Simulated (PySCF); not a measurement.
**Radial density of N (nitrogen, neutral)**

M06-L, [He] 2s2 2p3, high-spin 4S determinant. Calculation: PySCF 2.14, in Sapporo-DZP-2012 (4s3p1d, 18 functions); scalar relativity by spin-free X2C-1e.

```json
{"r (bohr)": "0.00434", "4πr²ρ (e/bohr)": "0.04516", "4πr²(ρα − ρβ)": "0.0000"}
{"r (bohr)": "0.00730", "4πr²ρ (e/bohr)": "0.1245", "4πr²(ρα − ρβ)": "0.0000"}
{"r (bohr)": "0.0123", "4πr²ρ (e/bohr)": "0.3311", "4πr²(ρα − ρβ)": "0.0001"}
{"r (bohr)": "0.0207", "4πr²ρ (e/bohr)": "0.8285", "4πr²(ρα − ρβ)": "0.0004"}
{"r (bohr)": "0.0347", "4πr²ρ (e/bohr)": "1.932", "4πr²(ρα − ρβ)": "0.0012"}
{"r (bohr)": "0.0584", "4πr²ρ (e/bohr)": "3.928", "4πr²(ρα − ρβ)": "0.0041"}
{"r (bohr)": "0.0983", "4πr²ρ (e/bohr)": "6.439", "4πr²(ρα − ρβ)": "0.0173"}
{"r (bohr)": "0.165", "4πr²ρ (e/bohr)": "7.321", "4πr²(ρα − ρβ)": "0.0827"}
{"r (bohr)": "0.278", "4πr²ρ (e/bohr)": "4.781", "4πr²(ρα − ρβ)": "0.3418"}
{"r (bohr)": "0.468", "4πr²ρ (e/bohr)": "2.292", "4πr²(ρα − ρβ)": "0.9927"}
{"r (bohr)": "0.787", "4πr²ρ (e/bohr)": "3.203", "4πr²(ρα − ρβ)": "1.9326"}
{"r (bohr)": "1.32", "4πr²ρ (e/bohr)": "3.052", "4πr²(ρα − ρβ)": "1.7161"}
{"r (bohr)": "2.23", "4πr²ρ (e/bohr)": "0.9271", "4πr²(ρα − ρβ)": "0.5377"}
{"r (bohr)": "3.74", "4πr²ρ (e/bohr)": "0.06498", "4πr²(ρα − ρβ)": "0.0484"}
```

Densities and radii are taken from the X2C orbitals without a picture-change correction, which distorts them close to the nucleus.
